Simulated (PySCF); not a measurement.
SMILES FC(C[Si](F)(F)F)(F)F (GFN2-xTB optimised geometry):

```
11

F      1.451     1.057     0.000
C      0.112     1.057     0.000
F     -0.273     0.551     1.179
F     -0.266     2.344     0.000
C     -0.469     0.306    -1.174
Si    -0.001    -1.520    -1.196
F      1.554    -1.791    -1.197
F     -0.596    -2.344     0.010
F     -0.563    -2.196    -2.512
H     -1.554     0.426    -1.126
H     -0.123     0.808    -2.079
```

Level of theory: B3LYP/def2-TZVP (PySCF 2.14.0).

Question: What are the frontier orbital energies and the dipole moment?

Answer: HOMO-2 -11.75 eV, HOMO-1 -11.44 eV, HOMO -10.80 eV, LUMO 0.20 eV, LUMO+1 0.79 eV; dipole moment 2.23 D.

Meta-Löwdin charges at B3LYP/def2-TZVP: F1 -0.27, C2 0.80, F3 -0.27, F4 -0.28, C5 -0.53, Si6 1.68, F7 -0.48, F8 -0.48, F9 -0.49, H10 0.16, H11 0.16.
